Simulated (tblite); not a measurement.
C6H16OSi2.
Atom-mapped SMILES: `[CH3:1]/[CH:2]=[C:3](\[O:4][SiH3:5])[C:6]([CH3:7])([CH3:8])[SiH3:9]` (hydrogens: H10, H11, H12 on C1; H13 on C2; H14, H15, H16 on Si5; H17, H18, H19 on C7; H20, H21, H22 on C8; H23, H24, H25 on Si9)

Computed with GFN2-xTB (tblite), gas phase: L-BFGS steps from a force-field or distance-geometry start until the largest atomic force falls under 0.01 eV/Å.

Step 36: E = -777.4819 eV
```
atom  x, y, z in Å  |  force x, y, z in eV/Å
C1      2.6210   -1.1964   -0.3935   -0.014  -0.013   0.004
C2      1.1338   -1.1022   -0.5519    0.019   0.042  -0.018
C3      0.3583   -0.2391    0.0966    0.011   0.004  -0.053
O4      0.8734    0.6314    1.0193   -0.002  -0.024   0.001
Si5     1.8135    1.9459    0.9447   -0.001  -0.033  -0.010
C6     -1.1405   -0.1305   -0.0108    0.014  -0.085   0.016
C7     -1.7161   -1.0287   -1.1043    0.001  -0.002  -0.018
C8     -1.4981    1.3203   -0.3517    0.013  -0.050   0.017
Si9    -1.8502   -0.6377    1.7128    0.010   0.004  -0.020
H10     3.1314   -0.4834   -1.0448   -0.032  -0.012   0.023
H11     2.9146   -0.9845    0.6328   -0.003   0.023  -0.017
H12     2.9620   -2.1947   -0.6588    0.008  -0.003   0.020
H13     0.6864   -1.7833   -1.2573    0.030   0.044   0.014
H14     2.9969    1.6633    1.7517    0.023  -0.030   0.015
H15     2.1880    2.2574   -0.4355   -0.006   0.023   0.002
H16     1.0274    3.0364    1.5235   -0.008  -0.021  -0.010
H17    -1.5057   -2.0786   -0.9142   -0.016   0.016   0.010
H18    -2.7961   -0.9009   -1.1463   -0.008  -0.023   0.002
H19    -1.3098   -0.7621   -2.0791    0.027   0.001  -0.019
H20    -1.1733    1.9977    0.4317   -0.017   0.043   0.014
H21    -2.5730    1.4234   -0.4786   -0.031   0.020   0.021
H22    -1.0122    1.6132   -1.2814    0.004   0.035  -0.049
H23    -0.7759   -0.9931    2.6357   -0.015   0.019   0.003
H24    -2.6583    0.4578    2.2492    0.001   0.023   0.017
H25    -2.7083   -1.8075    1.4982   -0.007  -0.002   0.035
```

Step 37: E = -777.4830 eV
```
atom  x, y, z in Å  |  force x, y, z in eV/Å
C1      2.6195   -1.1944   -0.3935   -0.006  -0.028   0.008
C2      1.1331   -1.1018   -0.5540    0.014   0.056  -0.034
C3      0.3574   -0.2381    0.0930    0.002   0.015  -0.033
O4      0.8731    0.6323    1.0151    0.002  -0.019   0.004
Si5     1.8179    1.9435    0.9462   -0.008  -0.024  -0.001
C6     -1.1417   -0.1305   -0.0119    0.006  -0.066  -0.005
C7     -1.7158   -1.0302   -1.1052   -0.003  -0.003  -0.028
C8     -1.5021    1.3206   -0.3536    0.023  -0.054   0.013
Si9    -1.8491   -0.6370    1.7128    0.008   0.007  -0.017
H10     3.1339   -0.4865   -1.0473   -0.042  -0.002   0.030
H11     2.9097   -0.9807    0.6329    0.010   0.038  -0.010
H12     2.9592   -2.1938   -0.6532    0.021  -0.030   0.011
H13     0.6873   -1.7827   -1.2598    0.023   0.033   0.004
H14     3.0010    1.6625    1.7552    0.014  -0.038   0.004
H15     2.1943    2.2639   -0.4315   -0.006   0.016   0.004
H16     1.0276    3.0278    1.5303   -0.006  -0.008  -0.009
H17    -1.5037   -2.0799   -0.9141   -0.029   0.025   0.012
H18    -2.7960   -0.9020   -1.1497    0.002  -0.032   0.008
H19    -1.3082   -0.7650   -2.0802    0.024   0.004  -0.009
H20    -1.1698    1.9992    0.4264   -0.032   0.031   0.000
H21    -2.5786    1.4253   -0.4745    0.006   0.011   0.030
H22    -1.0212    1.6112   -1.2875   -0.007   0.028  -0.032
H23    -0.7753   -0.9905    2.6362   -0.004   0.017   0.005
H24    -2.6562    0.4584    2.2500   -0.003   0.030   0.016
H25    -2.7073   -1.8075    1.5055   -0.009  -0.006   0.025
```

Step 38: E = -777.4838 eV
```
atom  x, y, z in Å  |  force x, y, z in eV/Å
C1      2.6183   -1.1927   -0.3934    0.007  -0.032   0.011
C2      1.1332   -1.1003   -0.5571    0.010   0.050  -0.042
C3      0.3568   -0.2378    0.0897   -0.004   0.020  -0.006
O4      0.8732    0.6312    1.0124    0.004  -0.010   0.009
Si5     1.8210    1.9403    0.9463   -0.009  -0.012   0.011
C6     -1.1426   -0.1321   -0.0126   -0.001  -0.021  -0.026
C7     -1.7153   -1.0313   -1.1065   -0.004  -0.004  -0.029
C8     -1.5045    1.3198   -0.3539    0.022  -0.032   0.001
Si9    -1.8488   -0.6362    1.7130    0.000   0.010  -0.006
H10     3.1356   -0.4880   -1.0478   -0.039   0.008   0.024
H11     2.9050   -0.9767    0.6332    0.019   0.043   0.000
H12     2.9579   -2.1928   -0.6485    0.026  -0.047   0.006
H13     0.6891   -1.7808   -1.2634    0.012   0.017  -0.013
H14     3.0049    1.6621    1.7568   -0.001  -0.044  -0.008
H15     2.1983    2.2672   -0.4298   -0.007   0.010   0.008
H16     1.0263    3.0194    1.5337   -0.001   0.002  -0.007
H17    -1.5022   -2.0805   -0.9143   -0.035   0.019   0.010
H18    -2.7956   -0.9033   -1.1529    0.008  -0.035   0.009
H19    -1.3056   -0.7667   -2.0812    0.018   0.005  -0.001
H20    -1.1689    2.0001    0.4245   -0.038   0.008  -0.014
H21    -2.5821    1.4272   -0.4717    0.038  -0.005   0.036
H22    -1.0264    1.6109   -1.2903   -0.020   0.013  -0.004
H23    -0.7759   -0.9879    2.6378    0.006   0.015   0.006
H24    -2.6547    0.4603    2.2507   -0.001   0.028   0.010
H25    -2.7081   -1.8072    1.5132   -0.008  -0.006   0.015
```

Q: Estimate the geometry and energy of step 39. (The exact step hangs on the optimiser's Hessian estimate; all steps are aligned on step 38, rigid shifts and turns removed.)

A: E = -777.4846 eV, largest force 0.066 eV/Å
```
atom  x, y, z in Å  |  force x, y, z in eV/Å
C1      2.6177   -1.1920   -0.3930    0.016  -0.026   0.010
C2      1.1336   -1.0982   -0.5603    0.007   0.030  -0.039
C3      0.3563   -0.2374    0.0870   -0.003   0.014   0.015
O4      0.8733    0.6297    1.0108    0.002  -0.002   0.012
Si5     1.8231    1.9373    0.9463   -0.007   0.000   0.019
C6     -1.1431   -0.1339   -0.0134   -0.004   0.025  -0.033
C7     -1.7150   -1.0322   -1.1082   -0.002  -0.003  -0.020
C8     -1.5056    1.3186   -0.3538    0.013   0.002  -0.012
Si9    -1.8487   -0.6353    1.7131   -0.008   0.011   0.006
H10     3.1360   -0.4888   -1.0475   -0.027   0.013   0.014
H11     2.9019   -0.9729    0.6334    0.022   0.038   0.006
H12     2.9576   -2.1928   -0.6450    0.023  -0.044   0.006
H13     0.6910   -1.7787   -1.2666    0.001   0.005  -0.030
H14     3.0079    1.6608    1.7575   -0.014  -0.047  -0.018
H15     2.2007    2.2693   -0.4288   -0.009   0.003   0.013
H16     1.0249    3.0130    1.5353    0.004   0.009  -0.005
H17    -1.5018   -2.0807   -0.9143   -0.033   0.003   0.005
H18    -2.7952   -0.9050   -1.1552    0.007  -0.031   0.005
H19    -1.3031   -0.7677   -2.0820    0.009   0.003   0.002
H20    -1.1694    2.0009    0.4234   -0.034  -0.015  -0.023
H21    -2.5838    1.4285   -0.4691    0.052  -0.020   0.035
H22    -1.0299    1.6114   -1.2920   -0.027  -0.003   0.019
H23    -0.7765   -0.9855    2.6393    0.010   0.015   0.003
H24    -2.6536    0.4625    2.2514    0.005   0.020   0.002
H25    -2.7091   -1.8069    1.5195   -0.005  -0.001   0.007
```

The energy changes by -0.0008 eV. The first-order estimate −F·Δx gives -0.0011 eV and the mean of the old and new forces, exact on a quadratic surface, -0.0008 eV. The step makes an angle of 69° with the force vector and moves no atom by more than 0.007 Å.

The cost below is that of the whole relaxation. The run took 7.4 s wall on one thread, Intel Xeon at 2.50 GHz (x86_64), no GPU, shared host with 64 logical CPUs at a one-minute load of 63.
